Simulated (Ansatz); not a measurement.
Consider the substitution at a C–N bond: `CN[SiH2]CCl` + `C[NH][AlH][NH2]` → `C[N](C)[AlH][NH2]` + `N[SiH2]CCl`.

Program: Ansatz. Geometries: PBE0-D4/def2-TZVP. ΔE: electronic, gas phase. CCSD(T)/CBS is the MP2 limit (def2-TZVPP, def2-QZVPP) plus CCSD(T) − MP2 in def2-TZVPP, frozen cores. DFT in def2-TZVPP. B3LYP here is the variant with VWN-RPA as its local correlation; programs differ in this. One conformer a species, not always the lowest.

`CN[SiH2]CCl`:

Cartesian coordinates in Å:
```
C 0.247 1.730 0.782
N 0.806 0.870 -0.240
Si 0.694 -0.834 -0.197
C -1.058 -1.520 -0.372
Cl -1.773 -0.943 -1.906
H 0.806 2.667 0.854
H 0.323 1.237 1.755
H -0.810 1.976 0.617
H 0.861 1.306 -1.147
H 1.504 -1.377 -1.315
H 1.185 -1.311 1.127
H -1.715 -1.190 0.435
H -1.071 -2.612 -0.393
```

`C[NH][AlH][NH2]`:

Cartesian coordinates in Å:
```
C -1.009 -0.780 1.087
N -1.067 0.164 -0.006
Al 0.248 0.815 -0.996
N 1.919 0.311 -0.698
H -1.371 -0.354 2.032
H -1.590 -1.690 0.890
H 0.023 -1.095 1.258
H -2.011 0.467 -0.193
H -0.080 1.847 -2.147
H 2.702 0.649 -1.233
H 2.235 -0.334 0.006
```

`C[N](C)[AlH][NH2]`:

```xyz
14

C     0.678    0.327   -1.289
N    -0.275   -0.180   -0.336
C    -1.380   -0.853   -0.970
Al   -0.138   -0.010    1.425
N     1.241    0.838    2.141
H     1.508    0.830   -0.787
H     0.221    1.053   -1.978
H     1.106   -0.477   -1.906
H    -2.084   -1.229   -0.223
H    -1.044   -1.711   -1.572
H    -1.935   -0.183   -1.643
H    -1.262   -0.626    2.350
H     2.008    1.268    1.654
H     1.357    0.953    3.135
```

`N[SiH2]CCl`:

```xyz
10

N     0.200    1.303   -1.081
Si    0.391   -0.319   -0.573
C    -0.477   -0.757    1.046
Cl    0.130    0.328    2.335
H     0.577    2.053   -0.525
H    -0.637    1.591   -1.561
H     1.832   -0.602   -0.365
H    -0.185   -1.193   -1.631
H    -1.558   -0.621    0.993
H    -0.273   -1.782    1.361
```

**Question.** Is it downhill or uphill in electronic energy at CCSD(T)/CBS, and by how much? (Estimate.)

**Answer.** Ansatz gave: Downhill: ΔE = -2.7 kcal/mol.

**Question.** What do these levels give: PBE-D4, ωB97X-V, PBE, r2SCAN, B3LYP, HF/def2-TZVPP, CCSD(T)/def2-TZVPP, HF/def2-QZVPP, MP2/def2-QZVPP, SCS-MP2/def2-QZVPP, HF/CBS(def2), CCSD/CBS(def2)? (Estimate.)

**Answer.** The calculation gave: PBE-D4 -2.7, ωB97X-V -2.4, PBE -2.6, r2SCAN -3.0, B3LYP -2.0, HF/def2-TZVPP -1.2, CCSD(T)/def2-TZVPP -2.8, HF/def2-QZVPP -1.2, MP2/def2-QZVPP -3.1, SCS-MP2/def2-QZVPP -2.6, HF/CBS(def2) -1.2, CCSD/CBS(def2) -2.3 kcal/mol.

Largest T1 diagnostic among the species: 0.011.

In def2-TZVPP, CCSD(T) changes the Hartree–Fock value by −1.6 kcal/mol (the triples alone add −0.3 kcal/mol) and MP2 by −2.0 kcal/mol.
